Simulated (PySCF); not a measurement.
**S+: ionisation energy**

S+ [Ne] 3s2 3p3 (4S) → S(2+) [Ne] 3s2 3p2 (3P), as a difference of total energies. All numbers are calculated (PySCF 2.14, scalar relativity by spin-free X2C-1e, in dyall-acv3z (19s12p6d4f, 113 functions)). Correlated levels: valence: [Ne] frozen; valence and next inner shell: 1s2 frozen; virtual orbitals above 40 to 60 times the deepest correlated orbital energy dropped. The calculations carry no spin-orbit coupling.

```
                                method  ionisation energy (eV)  plus first-order spin-orbit estimate  error of that sum (eV)
                                   UHF                  22.711                                22.648                  -0.690
                                   LDA                  23.392                                23.330                  -0.008
                                   PBE                  23.302                                23.240                  -0.098
                                  PBE0                  23.370                                23.308                  -0.030
                                r2SCAN                  23.520                                23.458                  +0.120
                                  BLYP                  23.007                                22.944                  -0.394
                             BHandHLYP                  23.126                                23.064                  -0.274
                                revPBE                  23.277                                23.214                  -0.124
                         MP2 (valence)                  23.340                                23.278                  -0.060
                     SCS-MP2 (valence)                  23.150                                23.088                  -0.250
    MP2 (valence and next inner shell)                  23.378                                23.316                  -0.022
SCS-MP2 (valence and next inner shell)                  23.185                                23.122                  -0.216
```

Reference: 23.338 eV (measured; NIST Atomic Spectra Database, ionization energies).

A first-order spin-orbit estimate (lowest level to lowest level, LS coupling) adds -0.062 eV.

Errors of the correlated levels include the incompleteness of this basis and the frozen core.
